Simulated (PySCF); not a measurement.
# Electron correlation in Sb(2+) (antimony, charge +2)

[Kr] 4d10 5s2 6s1, 2S determinant (an excited configuration). Calculation: PySCF 2.14, in x2c-QZVPPall with one added diffuse shell each of s, p, d, f type (14s10p8d5f1g, 128 functions); scalar relativity by spin-free X2C-1e. Frozen: [Ar] 3d10; 21 electrons correlated.

MP2 pair energies summed by pair of shells (mhartree):

| pair | energy | share (%) |
| --- | --- | --- |
| 4d-4d | -332.31 | 47.7 |
| 4p-4d | -115.83 | 16.6 |
| 4d-5s | -98.99 | 14.2 |
| 4p-4p | -41.07 | 5.9 |
| 4s-4d | -28.99 | 4.2 |
| 5s-5s | -26.82 | 3.8 |
| 4s-4p | -15.75 | 2.3 |
| 4p-5s | -11.35 | 1.6 |
| 5s-6s | -10.89 | 1.6 |
| 4d-6s | -8.88 | 1.3 |
| 4s-4s | -3.45 | 0.5 |
| 4s-5s | -1.39 | 0.2 |
| 4p-6s | -0.94 | 0.1 |
| 4s-6s | -0.12 | 0.0 |

Total MP2 correlation energy: -696.77 mhartree.

Same-spin part -239.02 and opposite-spin part -457.75 mhartree; SCS-MP2 scales them by 1/3 and 6/5 to -628.97 mhartree.

This basis was not built for core-valence correlation, so the inner-shell part is incomplete.
